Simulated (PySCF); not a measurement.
CH9BSi2 (SMILES CB([SiH3])[SiH3]), singlet, geometry from GFN2-xTB, with bond 4-2 at 1.8 times its length; CASSCF(8,6)/STO-3G (PySCF).

The PySCF input:
```python
from pyscf import gto, scf, mcscf
import numpy

mol = gto.Mole()
mol.atom = '''
    B     0.36684601   -0.04347113   -0.09802579
    C     1.89795683   -0.12279253   -0.46110665
    H     2.41239083   -1.01401579   -0.10103145
    H     2.76079369    1.39609611    0.45161769
    H     2.13025005   -0.00186964   -1.51938338
    Si   -0.26589360   -0.91802612    1.55157694
    H    -1.45628055   -1.76123767    1.35384305
    H    -0.64394827    0.06436845    2.58315794
    H     0.71510495   -1.79809167    2.21172955
    Si   -0.82184979    0.98402337   -1.28965990
    H    -1.92877820    1.67926505   -0.61374785
    H    -1.45741406    0.11198445   -2.29367486
    H    -0.14219899    2.02871173   -2.07692505
'''
mol.basis = 'sto-3g'
mol.verbose = 4
mol.build()

mf = scf.RHF(mol)
mf.kernel()
mc = mcscf.CASSCF(mf, 6, 8)
mc.fix_spin_(ss=0.0)
mc.kernel()
occ = numpy.linalg.eigvalsh(mc.fcisolver.make_rdm1(mc.ci, mc.ncas, mc.nelecas))[::-1]
ss = mc.fcisolver.spin_square(mc.ci, mc.ncas, mc.nelecas)[0]
print('natural occupations', occ.round(4), ' <S^2>', round(ss, 4))
```

Write the output that PySCF gives for this input, abridged.


```
PySCF version 2.14.0

[INPUT] verbose = 4
[INPUT] num. atoms = 13
[INPUT] num. electrons = 48
[INPUT] charge = 0
[INPUT] spin (= nelec alpha-beta = 2S) = 0
[INPUT] symmetry False subgroup None
[INPUT] Mole.unit = angstrom
[INPUT] Symbol           X                Y                Z      unit          X                Y                Z       unit  Magmom
[...]
nuclear repulsion = 186.221580620698
number of shells = 25
number of NR pGTOs = 111
number of NR cGTOs = 37
basis = sto-3g
ecp = {}

******** <class 'pyscf.scf.hf.RHF'> ********
method = RHF
initial guess = minao
damping factor = 0
level_shift factor = 0
DIIS = <class 'pyscf.scf.diis.CDIIS'>
diis_start_cycle = 1
diis_space = 8
diis_damp = 0
SCF conv_tol = 1e-09
SCF conv_tol_grad = None
SCF max_cycles = 50
direct_scf = True
direct_scf_tol = 1e-13
Set gradient conv threshold to 3.16228e-05
Initial guess from minao.
init E= -637.3972178438
[...]
cycle= 1 E= -637.972872299094  delta_E= -0.576  |g|= 0.219  |ddm|= 3.73
[...]
cycle= 2 E= -638.00093859093  delta_E= -0.0281  |g|= 0.0628  |ddm|= 0.484
[...]
cycle= 3 E= -638.003634993598  delta_E= -0.0027  |g|= 0.0137  |ddm|= 0.178
[...]
cycle= 4 E= -638.003721860249  delta_E= -8.69e-05  |g|= 0.00359  |ddm|= 0.0234
[...]
cycle= 5 E= -638.003733956622  delta_E= -1.21e-05  |g|= 0.00119  |ddm|= 0.00935
[...]
cycle= 6 E= -638.003735392424  delta_E= -1.44e-06  |g|= 0.000326  |ddm|= 0.00314
[...]
cycle= 7 E= -638.003735530815  delta_E= -1.38e-07  |g|= 6.53e-05  |ddm|= 0.00116
[...]
cycle= 8 E= -638.003735536206  delta_E= -5.39e-09  |g|= 1.96e-05  |ddm|= 0.000197
[...]
cycle= 9 E= -638.003735536806  delta_E= -6e-10  |g|= 5.72e-06  |ddm|= 6.89e-05
[...]
Extra cycle  E= -638.003735536839  delta_E= -3.33e-11  |g|= 3.01e-06  |ddm|= 1.17e-05
converged SCF energy = -638.003735536839

******** <class 'pyscf.mcscf.mc1step.CASSCF'> ********
CAS (4e+4e, 6o), ncore = 20, nvir = 11
max_cycle_macro = 50
max_cycle_micro = 4
conv_tol = 1e-07
conv_tol_grad = None
orbital rotation max_stepsize = 0.02
orbital rotation threshold for CI restart = 0.01
augmented hessian ah_max_cycle = 30
augmented hessian ah_conv_tol = 1e-12
augmented hessian ah_linear dependence = 1e-14
augmented hessian ah_level shift = 1e-08
augmented hessian ah_start_tol = 2.5
augmented hessian ah_start_cycle = 3
augmented hessian ah_grad_trust_region = 3
kf_trust_region = 3
kf_interval = 4
ci_response_space = 4
ci_grad_trust_region = 3
with_dep4 0
natorb = False
canonicalization = True
sorting_mo_energy = False
ao2mo_level = 2
internal_rotation = False
******** <class 'pyscf.fci.addons.SpinPenaltyFCISolver'> ********
max. cycles = 50
conv_tol = 1e-08
davidson only = True
linear dependence = 1e-12
level shift = 0.001
max iter space = 12
nroots = 1
pspace_size = 400
spin = None
CASCI E = -638.083034357915  S^2 = 0.0000000
Set conv_tol_grad to 0.000316228
macro iter   1 ( 21 JK    4 micro), CASSCF E = -638.090287846072  dE = -7.25348816e-03  S^2 = 0.0000000
               |grad[o]|=0.0451  |grad[c]|=0.0326  |ddm|=0.0319  |maxRot[o]|= 0.27
macro iter   2 ( 21 JK    4 micro), CASSCF E = -638.092246427410  dE = -1.95858134e-03  S^2 = 0.0000000
               |grad[o]|=0.0157  |grad[c]|=0.0696  |ddm|=0.00655  |maxRot[o]|=0.239
macro iter   3 ( 12 JK    3 micro), CASSCF E = -638.093415083552  dE = -1.16865614e-03  S^2 = 0.0000000
               |grad[o]|=0.0164  |grad[c]|=0.0187  |ddm|=0.00369  |maxRot[o]|=0.135
macro iter   4 ( 12 JK    3 micro), CASSCF E = -638.094305885401  dE = -8.90801849e-04  S^2 = 0.0000000
               |grad[o]|=0.0121  |grad[c]|=0.00667  |ddm|=0.00256  |maxRot[o]|=0.111
macro iter   5 ( 12 JK    3 micro), CASSCF E = -638.094839937371  dE = -5.34051970e-04  S^2 = 0.0000000
               |grad[o]|=0.00824  |grad[c]|=0.00625  |ddm|=0.00165  |maxRot[o]|=0.117
macro iter   6 ( 12 JK    3 micro), CASSCF E = -638.095123171183  dE = -2.83233812e-04  S^2 = 0.0000000
               |grad[o]|=0.0055  |grad[c]|=0.0129  |ddm|=0.00151  |maxRot[o]|=0.109
macro iter   7 ( 12 JK    3 micro), CASSCF E = -638.095316966860  dE = -1.93795677e-04  S^2 = 0.0000000
               |grad[o]|=0.00396  |grad[c]|=0.0207  |ddm|=0.00199  |maxRot[o]|=0.121
macro iter   8 (  7 JK    2 micro), CASSCF E = -638.095423456916  dE = -1.06490056e-04  S^2 = 0.0000000
               |grad[o]|=0.00287  |grad[c]|=0.00274  |ddm|=0.00133  |maxRot[o]|=0.0613
macro iter   9 (  7 JK    2 micro), CASSCF E = -638.095544628568  dE = -1.21171652e-04  S^2 = 0.0000000
               |grad[o]|=0.00205  |grad[c]|=0.00371  |ddm|=0.00142  |maxRot[o]|=0.0699
macro iter  10 ( 12 JK    3 micro), CASSCF E = -638.095756104803  dE = -2.11476235e-04  S^2 = 0.0000000
               |grad[o]|=0.00166  |grad[c]|=0.00192  |ddm|=0.0136  |maxRot[o]|=0.093
macro iter  11 (  7 JK    2 micro), CASSCF E = -638.095817159027  dE = -6.10542241e-05  S^2 = 0.0000000
               |grad[o]|=0.00283  |grad[c]|=0.0024  |ddm|=0.00231  |maxRot[o]|=0.0699
macro iter  12 (  7 JK    2 micro), CASSCF E = -638.095934269459  dE = -1.17110432e-04  S^2 = 0.0000000
               |grad[o]|=0.00238  |grad[c]|=0.00171  |ddm|=0.00375  |maxRot[o]|=0.0699
macro iter  13 (  7 JK    2 micro), CASSCF E = -638.096189625124  dE = -2.55355665e-04  S^2 = 0.0000000
               |grad[o]|=0.00244  |grad[c]|=0.00237  |ddm|=0.00706  |maxRot[o]|=0.0696
macro iter  14 ( 21 JK    4 micro), CASSCF E = -638.096963112633  dE = -7.73487510e-04  S^2 = 0.0000000
               |grad[o]|=0.00296  |grad[c]|=0.0249  |ddm|=0.0212  |maxRot[o]|=0.258
macro iter  15 ( 21 JK    4 micro), CASSCF E = -638.100421234150  dE = -3.45812152e-03  S^2 = 0.0000000
               |grad[o]|=0.0139  |grad[c]|=0.0202  |ddm|=0.0169  |maxRot[o]|=0.297
macro iter  16 ( 21 JK    4 micro), CASSCF E = -638.101793790861  dE = -1.37255671e-03  S^2 = 0.0000000
               |grad[o]|=0.00653  |grad[c]|=0.00763  |ddm|=0.0214  |maxRot[o]|=0.194
macro iter  17 ( 21 JK    4 micro), CASSCF E = -638.102232917312  dE = -4.39126451e-04  S^2 = 0.0000000
[...]
macro iter  22 (  7 JK    2 micro), CASSCF E = -638.102747803732  dE = -2.06258478e-05  S^2 = 0.0000000
               |grad[o]|=0.000565  |grad[c]|=0.00287  |ddm|=0.00116  |maxRot[o]|=0.0698
macro iter  23 (  7 JK    2 micro), CASSCF E = -638.102755931329  dE = -8.12759686e-06  S^2 = 0.0000000
               |grad[o]|=0.000495  |grad[c]|=0.00271  |ddm|=0.000998  |maxRot[o]|=0.0495
macro iter  24 (  7 JK    2 micro), CASSCF E = -638.102763447638  dE = -7.51630944e-06  S^2 = 0.0000000
               |grad[o]|=0.000774  |grad[c]|=0.00231  |ddm|=0.000297  |maxRot[o]|=0.0699
macro iter  25 (  7 JK    2 micro), CASSCF E = -638.102771713235  dE = -8.26559642e-06  S^2 = 0.0000000
               |grad[o]|=0.000678  |grad[c]|=0.00292  |ddm|=0.000466  |maxRot[o]|=0.0699
macro iter  26 (  7 JK    2 micro), CASSCF E = -638.102781352058  dE = -9.63882269e-06  S^2 = 0.0000000
               |grad[o]|=0.000537  |grad[c]|=0.00731  |ddm|=0.000671  |maxRot[o]|=0.0699
macro iter  27 (  7 JK    2 micro), CASSCF E = -638.102792477754  dE = -1.11256968e-05  S^2 = 0.0000000
               |grad[o]|=0.000439  |grad[c]|=0.0104  |ddm|=0.000886  |maxRot[o]|=0.0699
macro iter  28 (  7 JK    2 micro), CASSCF E = -638.102805462895  dE = -1.29851408e-05  S^2 = 0.0000000
               |grad[o]|=0.000386  |grad[c]|=0.0117  |ddm|=0.00113  |maxRot[o]|=0.0699
macro iter  29 (  7 JK    2 micro), CASSCF E = -638.102820581519  dE = -1.51186235e-05  S^2 = 0.0000000
               |grad[o]|=0.000346  |grad[c]|=0.011  |ddm|=0.00139  |maxRot[o]|=0.0699
macro iter  30 (  7 JK    2 micro), CASSCF E = -638.102838284237  dE = -1.77027184e-05  S^2 = 0.0000000
               |grad[o]|=0.000351  |grad[c]|=0.0086  |ddm|=0.00167  |maxRot[o]|=0.0699
macro iter  31 (  7 JK    2 micro), CASSCF E = -638.102858931829  dE = -2.06475920e-05  S^2 = 0.0000000
               |grad[o]|=0.000414  |grad[c]|=0.00493  |ddm|=0.00196  |maxRot[o]|=0.0699
macro iter  32 (  7 JK    2 micro), CASSCF E = -638.102882489554  dE = -2.35577248e-05  S^2 = 0.0000000
               |grad[o]|=0.000545  |grad[c]|=0.00104  |ddm|=0.00222  |maxRot[o]|=0.0699
macro iter  33 (  7 JK    2 micro), CASSCF E = -638.102907629852  dE = -2.51402977e-05  S^2 = 0.0000000
               |grad[o]|=0.000704  |grad[c]|=0.00403  |ddm|=0.0024  |maxRot[o]|=0.0699
macro iter  34 (  7 JK    2 micro), CASSCF E = -638.102930202887  dE = -2.25730350e-05  S^2 = 0.0000000
               |grad[o]|=0.000827  |grad[c]|=0.00759  |ddm|=0.00233  |maxRot[o]|=0.0699
macro iter  35 (  7 JK    2 micro), CASSCF E = -638.102941564200  dE = -1.13613129e-05  S^2 = 0.0000000
               |grad[o]|=0.000741  |grad[c]|=0.00849  |ddm|=0.00151  |maxRot[o]|=0.064
macro iter  36 ( 11 JK    2 micro), CASSCF E = -638.102935590791  dE =  5.97340829e-06  S^2 = 0.0000000
               |grad[o]|=0.000401  |grad[c]|=0.00297  |ddm|=0.000299  |maxRot[o]|=0.0365
macro iter  37 ( 17 JK    4 micro), CASSCF E = -638.102929198826  dE =  6.39196537e-06  S^2 = 0.0000000
               |grad[o]|=0.00144  |grad[c]|=0.00318  |ddm|=0.000316  |maxRot[o]|=0.0254
macro iter  38 ( 25 JK    4 micro), CASSCF E = -638.102929263442  dE = -6.46157332e-08  S^2 = 0.0000000
               |grad[o]|=0.000423  |grad[c]|=0.000396  |ddm|=3.89e-05  |maxRot[o]|=0.00305
macro iter  39 ( 29 JK    4 micro), CASSCF E = -638.102931499443  dE = -2.23600159e-06  S^2 = 0.0000000
               |grad[o]|=0.000293  |grad[c]|=0.000163  |ddm|=3.24e-05  |maxRot[o]|=0.00907
macro iter  40 ( 21 JK    4 micro), CASSCF E = -638.102931012339  dE =  4.87104103e-07  S^2 = 0.0000000
               |grad[o]|=0.000217  |grad[c]|=0.000672  |ddm|=8.91e-05  |maxRot[o]|=0.00685
macro iter  41 ( 13 JK    2 micro), CASSCF E = -638.102932359068  dE = -1.34672905e-06  S^2 = 0.0000000
               |grad[o]|=0.00016  |grad[c]|=0.000136  |ddm|=2.66e-05  |maxRot[o]|=0.00622
macro iter  42 (  4 JK    1 micro), CASSCF E = -638.102933808355  dE = -1.44928686e-06  S^2 = 0.0000000
               |grad[o]|=0.000131  |grad[c]|=0.000334  |ddm|=0.00016  |maxRot[o]|=0.00444
macro iter  43 (  7 JK    2 micro), CASSCF E = -638.102941553354  dE = -7.74499904e-06  S^2 = 0.0000000
               |grad[o]|=0.000719  |grad[c]|=0.00396  |ddm|=0.000712  |maxRot[o]|=0.033
macro iter  44 ( 12 JK    3 micro), CASSCF E = -638.102934682898  dE =  6.87045599e-06  S^2 = 0.0000000
               |grad[o]|=0.000274  |grad[c]|=0.00351  |ddm|=0.000144  |maxRot[o]|=0.0327
macro iter  45 ( 21 JK    4 micro), CASSCF E = -638.102934435658  dE =  2.47240564e-07  S^2 = 0.0000000
               |grad[o]|=0.000479  |grad[c]|=0.00105  |ddm|=0.000138  |maxRot[o]|=0.00339
macro iter  46 ( 25 JK    4 micro), CASSCF E = -638.102934170683  dE =  2.64974119e-07  S^2 = 0.0000000
               |grad[o]|=0.000247  |grad[c]|=0.000293  |ddm|=3.54e-05  |maxRot[o]|=0.00407
macro iter  47 (  8 JK    1 micro), CASSCF E = -638.102934885710  dE = -7.15026431e-07  S^2 = 0.0000000
               |grad[o]|=0.000145  |grad[c]|=0.000124  |ddm|=1.19e-05  |maxRot[o]|=0.00222
macro iter  48 (  6 JK    1 micro), CASSCF E = -638.102938134849  dE = -3.24913879e-06  S^2 = 0.0000000
               |grad[o]|=0.000139  |grad[c]|=0.000733  |ddm|=9.35e-05  |maxRot[o]|=0.0109
macro iter  49 (  7 JK    2 micro), CASSCF E = -638.102942653019  dE = -4.51816993e-06  S^2 = 0.0000000
               |grad[o]|=0.00011  |grad[c]|=0.00272  |ddm|=0.000381  |maxRot[o]|=0.0257
macro iter  50 (  7 JK    1 micro), CASSCF E = -638.102943032026  dE = -3.79007020e-07  S^2 = 0.0000000
               |grad[o]|=7.98e-05  |grad[c]|=0.000368  |ddm|=2.98e-05  |maxRot[o]|=0.00954
1-step CASSCF not converged,  50 macro (577 JK 128 micro) steps
CASSCF canonicalization
Density matrix diagonal elements [1.99611613 1.98415894 1.98496779 1.74074258 0.21016995 0.08384461]
CASSCF energy = -638.102943032026
CASCI E = -638.102943032026  E(CI) = -13.9870393122382  S^2 = 0.0000000
natural occupations [1.9998 1.9994 1.9848 1.7238 0.2767 0.0155]  <S^2> 0.0
```

The run did not converge; its last values are not results.
